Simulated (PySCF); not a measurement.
Electronic structure of Te (tellurium, neutral) at the UHF level

Configuration: [Kr] 4d10 5s2 5p4, high-spin 3P determinant. Calculation: PySCF 2.14, in aug-cc-pVQZ-PP with one added diffuse shell each of s, p, d, f, g type with ECP28MDF (8s8p6d4f3g, 117 functions); a scalar-relativistic core potential.

| Quantity | Value |
| --- | --- |
| Total energy | -267.006908 hartree |
| One-electron energy | -466.7050 hartree |
| Hartree (Coulomb) energy | 219.4849 hartree |
| Exchange energy | -19.7869 hartree |
| ⟨S²⟩ | 2.0133 |
| ⟨L²⟩ | 2.054 |
| Sum of ⟨r⟩ | 31.27 bohr |
| Sum of ⟨r²⟩ | 60.11 bohr² |
| Traceless quadrupole moment −½Σ⟨3z² − r²⟩ along its main axis | -3.28 e·bohr² |

```csv
shell,electrons,mean orbital energy (eV),spread (eV),"rms radius, mean of both spins (bohr)"
4s α,1,-194.21,0,0.820
4s β,1,-193.89,0,0.820
4p α,3,-138.85,0.538,0.882
4p β,3,-138.52,0.077,0.882
4d α,5,-53.247,0.581,1.04
4d β,5,-52.972,0.308,1.04
5s α,1,-22.625,0,2.29
5s β,1,-18.119,0,2.29
5p α,3,-10.340,1.517,2.86
5p β,1,-8.495,0,2.86
```

Energies and moments cover only the electrons outside the core potential.
